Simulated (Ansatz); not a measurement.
## CH10AsBSi: structure from calculated spectroscopic constants

These gas-phase data were calculated for one isomer of CH10AsBSi at B3LYP-D3(BJ)/def2-SVP (harmonic, unscaled wavenumbers; equilibrium rotational constants with average atomic masses):

| Item | Value |
| --- | --- |
| rotational constants | 5.413, 1.875, 1.552 GHz |
| all wavenumbers above 1500 cm⁻¹ | 3138, 3131, 3037, 2553, 2527, 2439, 2251, 2241, 2236, 2225 |

Candidates:

(1) `[BH3-][AsH2+][SiH2]C`, a singlet
(2) `C[BH2-][AsH2+][SiH3]`, a singlet

Assign the data to one candidate and say why.

Candidate (1). 3 modes lie between 2350 and 2900 cm⁻¹, one for each B–H bond, while (2) has 2.

The same quantities for all candidates:

```tsv
	rotational constants (GHz)	wavenumbers above 1500 cm⁻¹	E above the lowest, B3LYP-D3(BJ)/def2-SVP (kcal/mol)
(1)	5.413, 1.875, 1.552	3138, 3131, 3037, 2553, 2527, 2439, 2251, 2241, 2236, 2225	0.0
(2)	4.486, 1.975, 1.5	3079, 3074, 3005, 2511, 2454, 2261, 2254, 2247, 2235, 2225	4.6
```

Harmonic stretches to hydrogen usually lie a few per cent above observed fundamentals. Each candidate is one conformer. Programs: Ansatz 0.2.0.
